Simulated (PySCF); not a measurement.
Computed shifts of a molecule C4H4F2, PySCF with PBE0/pcSseg-1, GIAO, gas phase, equivalent atoms averaged, in ppm (number of nuclei): ¹³C: 227.7 (1), 123.9 (1), 97.1 (1), 86.2 (1). ¹⁹F: -122.8 (2). ¹H: 6.36 (1), 6.00 (1), 5.62 (2). References: ¹³C against TMS (σ = 186.3 ppm); ¹⁹F against CFCl3 (σ = 167.2 ppm); ¹H against TMS (σ = 31.56 ppm), references at their B3LYP-D3(BJ)/def2-TZVP geometries, non-relativistic. The structure is a stationary point at TPSSh-D3(BJ)/def2-SVP. One conformer was computed; it need not be the lowest.

Q: Identify the compound among the candidates.
A) F/C=C\C=C/F
B) C#CCC(F)F
C) C=CC=C(F)F
D) C=C=CC(F)F

A: D, C=C=CC(F)F
